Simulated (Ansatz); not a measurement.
CH7AlN2O (`C[O][Al]([NH2])[NH2]`). The species carries charge 0 and has multiplicity 1.

Z-matrix (Å, degrees):
```
C
O 1 1.391
H 1 1.096 2 110.6
H 1 1.096 2 110.3 3 119.0
H 1 1.099 2 113.0 3 -120.6
Al 2 1.688 1 135.9 3 116.1
N 6 1.763 2 117.1 1 179.0
N 6 1.767 2 121.0 1 -1.0
H 7 1.005 6 125.8 2 179.3
H 7 1.006 6 123.7 2 -0.5
H 8 1.006 6 124.7 2 -1.1
H 8 1.006 6 125.3 2 179.1
```

(1) List the harmonic frequencies (cm⁻¹, unscaled) at PBE0-D4/def2-TZVP in Ansatz. (Best estimate.)

(2) Is this a minimum?

(3) Give the ideal-gas thermochemistry at 298.15 K and 1 bar (rigid rotor, harmonic oscillator; point group C1, symmetry number 1).

Answers

(1) Computed: 33, 73, 96, 188, 212, 255, 276, 298, 329, 354, 614, 620, 681, 849, 894, 1182, 1191, 1243, 1489, 1491, 1502, 1562, 1573, 2990, 3048, 3064, 3622, 3627, 3710, 3717.

(2) Yes, all 30 modes are real.

(3) Zero-point energy 243.9 kJ/mol; H(298) − E = 270.2 kJ/mol; entropy 387.0 J/(mol·K), of which translation 165.0, rotation 112.0, vibration 110.0; G(298) − E = 154.8 kJ/mol. Modes under 100 cm⁻¹ are hindered rotations or soft bends, so the harmonic entropy is rough.
